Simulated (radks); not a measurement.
Effect of the nuclear size on the molybdenum ion Mo23+, [Ar] 3d1. Method: Dirac Kohn-Sham, relativistic LDA (MacDonald-Vosko exchange, VWN5 correlation), spin-unpolarised, spherical densities, finite nucleus; open shells fill j = l - 1/2 first; Fermi nuclear charge, rms radius 4.4091 fm; computed with a radial shooting solver on a logarithmic mesh with Libxc functionals. The rms radius is varied about that value; shifts are against it.

rms radius (fm)  total energy shift (eV)  density at nucleus (e/bohr^3)  1s1/2 shift (meV)  2s1/2 shift (meV)  3s1/2 shift (meV)  3p1/2 shift (meV)  3d3/2 shift (meV)  4s1/2 (empty) shift (meV)  4p1/2 (empty) shift (meV)
3.9638                            -0.283                      9.118e+04               -118              -12.8              -2.83              0.185              0.196                     -0.971                      0.058
4.246                             -0.107                       9.05e+04              -44.7              -4.84              -1.07              0.070              0.074                     -0.366                      0.022
4.4091                                 0                      9.013e+04              0.000              0.000              0.000              0.000              0.000                      0.000                      0.000
4.8191                             0.284                      8.927e+04                119               12.9               2.85             -0.186             -0.197                      0.975                     -0.058
5.4717                             0.782                      8.806e+04                328               35.5               7.84             -0.511             -0.542                       2.69                     -0.161

Slopes of the eigenvalues against <r^2> in GHz/fm^2, as finite differences over the two radii next to the reference (eigenvalue slopes, not the field-shift constants of lines): 1s1/2 7620, 2s1/2 826, 3s1/2 182, 3p1/2 -11.9, 3d3/2 -12.6, 4s1/2 (empty) 62.4, 4p1/2 (empty) -3.74.
